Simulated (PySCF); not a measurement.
Sc¹⁷⁺: ionisation energy

Sc¹⁷⁺ [He] 2s2 (1S) → Sc¹⁸⁺ [He] 2s1 (2S), as a difference of total energies. Computed with PySCF 2.14 in an even-tempered Gaussian basis (15 s from 3.4 bohr⁻², ratio 2.5; 8 p from 5.4 bohr⁻², ratio 2.7; 5 d from 16 bohr⁻², ratio 2.7; 4 f from 24 bohr⁻², ratio 2.7), with the non-relativistic Hamiltonian (point nucleus). Correlated levels: nothing frozen; virtual orbitals above 40 to 60 times the deepest correlated orbital energy dropped. The calculations carry no spin-orbit coupling.

| method | ionisation energy (eV) |
| --- | --- |
| UHF | 1199.1 |
| MP2 (all electrons) | 1203.1 |
| SCS-MP2 (all electrons) | 1203.9 |
| CCSD (all electrons) | 1206.2 |
| CCSD(T) (all electrons) | 1206.2 |

Q: How much does correlation contribute at CCSD(T) (all electrons)?

A: 1206.2 − (1199.1) = 7.1 eV, measured against UHF.

These non-relativistic numbers lack the scalar-relativistic shift.

For comparison: 1213.1 ± 0.4 eV (semi-empirical (NIST evaluation); NIST Atomic Spectra Database, ionization energies).
